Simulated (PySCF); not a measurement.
# Electron correlation in C²⁺ (carbon, charge +2)

[He] 2s2, closed-shell 1S. Computed with PySCF 2.14 in cc-pVDZ-DK (3s2p1d, 14 functions), with scalar relativity by spin-free X2C-1e. Frozen: 1s2; 2 electrons correlated.

Total MP2 correlation energy: -39.42 mhartree.

Same-spin part 0.00 and opposite-spin part -39.42 mhartree; SCS-MP2 scales them by 1/3 and 6/5 to -47.30 mhartree.

With two correlated electrons CCSD is exact within the correlated space (frozen core and kept virtual orbitals).

```json
{"level": "CCSD", "correlation energy (mhartree)": "-71.93"}
```

Diagnostics: T1 = 0.0087, D1 = 0.0123, largest double amplitude 0.157.

A double-excitation amplitude exceeds 0.15, a sign of near-degeneracy.

Cost of the coupled-cluster step: 0.03 s of wall time on 1 thread of Neoverse-V2 (shared host), for 2 correlated electrons.

Iterations:

```
CC2 = 0
CCSD nocc = 1, nmo = 13
frozen orbitals [0]
max_cycle = 100
direct = 0
conv_tol = 1e-08
conv_tol_normt = 1e-06
diis_space = 8
diis_start_cycle = 0
Init t2, MP2 energy = -36.4552989900295  E_corr(MP2) -0.0394173550880248
Init E_corr(CCSD) = -0.0394173550880248
cycle = 1  E_corr(CCSD) = -0.0561252202395345  dE = -0.0167078652  norm(t1,t2) = 0.0685836
cycle = 2  E_corr(CCSD) = -0.0640557157365966  dE = -0.0079304955  norm(t1,t2) = 0.0350177
cycle = 3  E_corr(CCSD) = -0.0720591703857899  dE = -0.00800345465  norm(t1,t2) = 0.0178635
cycle = 4  E_corr(CCSD) = -0.0718965987114652  dE = 0.000162571674  norm(t1,t2) = 0.000300985
cycle = 5  E_corr(CCSD) = -0.0719464795654254  dE = -4.9880854e-05  norm(t1,t2) = 7.965e-05
cycle = 6  E_corr(CCSD) = -0.0719273552102735  dE = 1.91243552e-05  norm(t1,t2) = 4.54837e-05
cycle = 7  E_corr(CCSD) = -0.07192621660043  dE = 1.13860984e-06  norm(t1,t2) = 2.62338e-06
cycle = 8  E_corr(CCSD) = -0.0719262199400099  dE = -3.33957989e-09  norm(t1,t2) = 1.89161e-08
CCSD converged
E(CCSD) = -36.48780785488145  E_corr = -0.07192621994000993
```
